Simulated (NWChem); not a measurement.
System: CAgClO; SMILES [Ag]([Cl])<-[C-]#[O+]

Here is an NWChem input.

```
start job
memory heap 200 mb stack 900 mb global 1100 mb
geometry units angstroms noautosym nocenter noautoz
  Ag    -0.001788     0.003972     0.000000
  Cl     0.002544    -2.265552     0.000000
  O      0.003896     3.134091     0.000000
  C     -0.000116     2.007314     0.000000
end
basis spherical
  * library def2-svpd
end
ecp
  Ag library def2-ecp
end
dft
  xc pbe0
  iterations 150
end
property
  response 1 0.0
end
task dft property
```

Excerpt of the output:

```
             Northwest Computational Chemistry Package (NWChem) 7.3.0
             --------------------------------------------------------

                             Geometry "geometry" -> ""
                             -------------------------

 Output coordinates in angstroms (scale by  1.889725989 to convert to a.u.)

  No.       Tag          Charge          X              Y              Z
 ---- ---------------- ---------- -------------- -------------- --------------
    1 Ag                  47.0000    -0.00178800     0.00397200     0.00000000
    2 Cl                  17.0000     0.00254400    -2.26555200     0.00000000
    3 O                    8.0000     0.00389600     3.13409100     0.00000000
    4 C                    6.0000    -0.00011600     2.00731400     0.00000000

 Effective nuclear repulsion energy (a.u.)     372.8587357824

                                 NWChem DFT Module
                                 -----------------

 Summary of "ao basis" -> "ao basis" (spherical)
 ------------------------------------------------------------------------------
       Tag                 Description            Shells   Functions and Types
 ---------------- ------------------------------  ------  ---------------------
 Ag                        def2-svpd                12       34   5s4p2d1f
 Cl                        def2-svpd                11       27   5s4p2d
 O                         def2-svpd                 9       23   4s3p2d
 C                         def2-svpd                 8       20   4s2p2d

            General Information
            -------------------
          SCF calculation type: DFT
          Wavefunction type:  closed shell.
          No. of atoms     :     4
          No. of electrons :    50
           Alpha electrons :    25
            Beta electrons :    25
          Charge           :     0
          Spin multiplicity:     1
          Use of symmetry is: off; symmetry adaption is: off
          Maximum number of iterations: 150
          AO basis - number of functions:   104
                     number of shells:    40
          Convergence on energy requested:  1.00D-06
          Convergence on density requested:  1.00D-05
          Convergence on gradient requested:  5.00D-04

              XC Information
              --------------
                         PBE0 Method XC Functional
                     Hartree-Fock (Exact) Exchange  0.250
          PerdewBurkeErnzerhof Exchange Functional  0.750
            Perdew 1991 LDA Correlation Functional  1.000 local
           PerdewBurkeErnz. Correlation Functional  1.000 non-local

             Grid Information
             ----------------
          Grid used for XC integration:  medium
          Radial quadrature: Mura-Knowles
          Angular quadrature: Lebedev.
          Tag              B.-S. Rad. Rad. Pts. Rad. Cut. Ang. Pts.
          ---              ---------- --------- --------- ---------
          Ag                  1.60      123          11.0       590
          Cl                  1.00       88          14.0       590
          O                   0.60       49          15.0       434
          C                   0.70       49          13.0       434
          Grid pruning is: on
          Number of quadrature shells:   309
          Spatial weights used:  Erf1

      Superposition of Atomic Density Guess
      -------------------------------------

 Sum of atomic energies:        -739.31611862

      Non-variational initial energy
      ------------------------------

 Total energy =    -718.278644
 1-e energy   =   -1404.178199
 2-e energy   =     506.273980
 HOMO         =      -0.442576
 LUMO         =      -0.024493

   convergence    iter        energy       DeltaE   RMS-Dens  Diis-err
 ---------------- ----- ----------------- --------- --------- ---------
 d= 0,ls=0.0,diis     1   -719.8655975927 -8.99D+02  2.84D-02  1.19D+00
 d= 0,ls=0.0,diis     2   -718.4862146767  1.38D+00  2.63D-02  1.26D+01
 d= 0,ls=0.0,diis     3   -719.9798727094 -1.49D+00  5.32D-03  5.75D-01
 d= 0,ls=0.0,diis     4   -720.0244446851 -4.46D-02  5.76D-03  1.41D-01
 d= 0,ls=0.0,diis     5   -720.0365931595 -1.21D-02  2.01D-03  9.57D-03
  Resetting Diis
 d= 0,ls=0.0,diis     6   -720.0377883102 -1.20D-03  5.78D-04  8.23D-04
 d= 0,ls=0.0,diis     7   -720.0378893890 -1.01D-04  2.44D-04  4.17D-05
 d= 0,ls=0.0,diis     8   -720.0378864376  2.95D-06  1.54D-04  6.47D-05
 d= 0,ls=0.0,diis     9   -720.0378945387 -8.10D-06  2.97D-05  4.14D-06
 d= 0,ls=0.0,diis    10   -720.0378949445 -4.06D-07  3.52D-06  1.76D-07

         Total DFT energy =     -720.037894944491
      One electron energy =    -1407.378963959856
           Coulomb energy =      563.688115371569
    Exchange-Corr. energy =      -55.972621722290
 Nuclear repulsion energy =      179.625575366086

 Numeric. integr. density =       50.000005898757

                       DFT Final Molecular Orbital Analysis
                       ------------------------------------

 Vector   23  Occ=2.000000D+00  E=-3.080779D-01
              MO Center=  9.7D-04, -1.3D+00, -1.8D-08, r^2= 2.6D+00
   Bfn.  Coefficient  Atom+Function         Bfn.  Coefficient  Atom+Function
  ----- ------------  ---------------      ----- ------------  ---------------
    88      0.692911  4 C  s                  4     -0.627529  1 Ag s
    47     -0.454887  2 Cl py                65     -0.408191  3 O  s
    22     -0.386040  1 Ag d  2              44     -0.346334  2 Cl py
     2      0.247804  1 Ag s                 20     -0.222883  1 Ag d  0
    16     -0.205683  1 Ag py                41     -0.203208  2 Cl py

 Vector   24  Occ=2.000000D+00  E=-2.838293D-01
              MO Center=  2.2D-03, -2.0D+00,  1.2D-06, r^2= 1.9D+00
   Bfn.  Coefficient  Atom+Function         Bfn.  Coefficient  Atom+Function
  ----- ------------  ---------------      ----- ------------  ---------------
    48      0.593427  2 Cl pz                45      0.453490  2 Cl pz
    42      0.262598  2 Cl pz                19      0.224657  1 Ag d -1
    51      0.106910  2 Cl pz                 8     -0.059834  1 Ag pz
    68     -0.055633  3 O  pz                94      0.054706  4 C  pz
    11      0.047854  1 Ag pz                91      0.044154  4 C  pz

 Vector   25  Occ=2.000000D+00  E=-2.838293D-01
              MO Center=  1.9D-03, -2.0D+00, -1.2D-06, r^2= 1.9D+00
   Bfn.  Coefficient  Atom+Function         Bfn.  Coefficient  Atom+Function
  ----- ------------  ---------------      ----- ------------  ---------------
    46      0.593425  2 Cl px                43      0.453489  2 Cl px
    40      0.262598  2 Cl px                18      0.224655  1 Ag d -2
    49      0.106910  2 Cl px                 6     -0.059834  1 Ag px
    66     -0.055633  3 O  px                92      0.054705  4 C  px
     9      0.047854  1 Ag px                89      0.044154  4 C  px

 Vector   26  Occ=0.000000D+00  E=-1.024856D-01
              MO Center=  1.5D-04,  1.8D+00, -1.8D-07, r^2= 2.7D+00
   Bfn.  Coefficient  Atom+Function         Bfn.  Coefficient  Atom+Function
  ----- ------------  ---------------      ----- ------------  ---------------
    91      0.499879  4 C  pz                94      0.465397  4 C  pz
    68     -0.376818  3 O  pz                71     -0.315592  3 O  pz
    19     -0.251569  1 Ag d -1              14      0.225945  1 Ag pz
   101     -0.120754  4 C  d -1               8     -0.113598  1 Ag pz
    48     -0.092520  2 Cl pz                11      0.086205  1 Ag pz

 Vector   27  Occ=0.000000D+00  E=-1.024856D-01
              MO Center=  1.4D-04,  1.8D+00,  1.9D-07, r^2= 2.7D+00
   Bfn.  Coefficient  Atom+Function         Bfn.  Coefficient  Atom+Function
  ----- ------------  ---------------      ----- ------------  ---------------
    89      0.499877  4 C  px                92      0.465393  4 C  px
    66     -0.376816  3 O  px                69     -0.315591  3 O  px
    18     -0.251570  1 Ag d -2              12      0.225943  1 Ag px
   100     -0.120754  4 C  d -2               6     -0.113597  1 Ag px
    46     -0.092519  2 Cl px                 9      0.086204  1 Ag px

 Vector   28  Occ=0.000000D+00  E=-1.292804D-02
              MO Center= -1.4D-02, -4.1D-01, -7.2D-09, r^2= 6.8D+00
   Bfn.  Coefficient  Atom+Function         Bfn.  Coefficient  Atom+Function
  ----- ------------  ---------------      ----- ------------  ---------------
     5      1.830731  1 Ag s                 88     -1.784467  4 C  s
    65      0.925496  3 O  s                  4      0.739838  1 Ag s
    39     -0.573464  2 Cl s                 50     -0.448918  2 Cl py
    87     -0.401899  4 C  s                 22     -0.285667  1 Ag d  2
    47     -0.276152  2 Cl py                73     -0.263739  3 O  py

     Multipole analysis of the density
     ---------------------------------

     L   x y z        total         alpha         beta         nuclear
     -   - - -        -----         -----         ----         -------
     0   0 0 0     -0.000000    -25.000000    -25.000000     50.000000

     1   1 0 0     -0.003684     -0.039398     -0.039398      0.075113
     1   0 1 0      2.344638      2.421715      2.421715     -2.498792
     1   0 0 1      0.000000      0.000000      0.000000      0.000000

     2   2 0 0    -31.632704    -15.816874    -15.816874      0.001044
     2   1 1 0      0.003481      0.005007      0.005007     -0.006532
     2   1 0 1     -0.000000     -0.000000     -0.000000      0.000000
     2   0 2 0    -37.054122   -357.800860   -357.800860    678.547599
     2   0 1 1      0.000000      0.000000      0.000000      0.000000
     2   0 0 2    -31.632696    -15.816348    -15.816348      0.000000

 *** CALLING NEW AORESP DRIVER FOR CLOSED AND OPEN SHELLS ***
 Entering AOResponse driver routine

--------------------------------------------------------------------------------

          -----------------------------------------------
          Solving response equations for perturbing field
          -----------------------------------------------

 number of frequencies:     1
 frequency in a.u.:  0.0000000E+00
 Perturbing field: electric
 Using El. Dipole Length Gauge

 Setting up CPKS with frequency omega =      0.00000000 a.u.

 STATIC response

                                NWChem CPHF Module
                                ------------------

  scftype          =     RHF
  nclosed          =       25
  nopen            =        0
  variables        =     1975
  # of vectors     =        3
  tolerance        = 0.10D-03
  level shift      = 0.00D+00
  max iterations   =       50
  max subspace     =       30

 SCF residual:    1.7333823686919772E-004

Iterative solution of linear equations
  No. of variables     1975
  No. of equations        3
  Maximum subspace       30
        Iterations       50
       Convergence  1.0D-04

   iter   nsub   residual    time
   ----  ------  --------  ---------
     1      3    5.10D+00      33.8
     2      6    4.64D+00      48.3
     3      9    1.90D+00      61.1
     4     12    1.66D-01      71.9
     5     15    6.48D-02      82.4
     6     18    1.74D-02      92.0
     7     21    1.62D-03     102.9
     8     24    1.11D-03     111.2
     9     27    1.64D-04     119.8
    10     30    3.13D-05     127.3

 Electric Dipole Response Matrix (nonzero elements):

              1        2        3
    1   41.9291  -0.0097   0.0000
    2   -0.0097  90.9034  -0.0000
    3    0.0000  -0.0000  41.9290

 ------------------------------------------
 average:        58.25384 + I       0.00000

 DFT Linear Response polarizability / au
 Frequency  =       0.0000000 / au
              X              Y              Z
 -----------------------------------------------
 X      41.9291081     -0.0096930      0.0000001
 Y      -0.0096655     90.9034498     -0.0000001
 Z       0.0000001     -0.0000001     41.9289713
 -----------------------------------------------
 Eigenvalues =      41.9291061     90.9034517     41.9289713
 Isotropic   =      58.2538431
 Anisotropic =      48.9744130
 -----------------------------------------------

 Magnetic Dipole Response Matrix (nonzero elements):

 Exiting AOResponse driver routine
```

Level: PBE0/def2-SVPD with def2 effective core potentials on Ag. All runs use the structure optimised with PBE0/def2-SVP. Not confirmed as a minimum by frequencies. def2 effective core potentials on Ag; no spin-orbit coupling.
